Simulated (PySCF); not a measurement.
Ionisation energy of Se by level of theory

Se [Ar] 3d10 4s2 4p4 [4p1/2^2 4p3/2^2, M_J = 2] → Se⁺ [Ar] 3d10 4s2 4p3 [4p1/2^2 4p3/2^1, M_J = 3/2], as a difference of total energies. Computed with PySCF 2.14 in x2c-TZVPall-2c, with the two-component X2C-1e Hamiltonian. Correlated levels: [Ne] frozen. "Screened" scales the spin-orbit matrix elements by Boettger's factors to mimic the two-electron term; Breit and QED terms are absent.

```json
{"method": "GHF (spin-free)", "ionisation energy (eV)": "8.426", "error (eV)": "-1.326"}
{"method": "GMP2 (spin-free)", "ionisation energy (eV)": "9.289", "error (eV)": "-0.463"}
{"method": "GHF (screened spin-orbit)", "ionisation energy (eV)": "8.545", "error (eV)": "-1.207"}
{"method": "GMP2 (screened spin-orbit)", "ionisation energy (eV)": "9.403", "error (eV)": "-0.349"}
```

Reference: 9.752 eV (measured; NIST Atomic Spectra Database, ionization energies).

The spin-free rows relax to the high-spin LS determinant and lack the spin-orbit shift.

Errors of the correlated levels include the incompleteness of this basis and the frozen core.

The labels give the starting determinants; with spin-orbit coupling the two ends relaxed to ⟨J²⟩ = 6.02, ⟨L²⟩ = 2.08, ⟨S²⟩ = 1.97 and ⟨J²⟩ = 3.75, ⟨L²⟩ = 0.01, ⟨S²⟩ = 3.74.
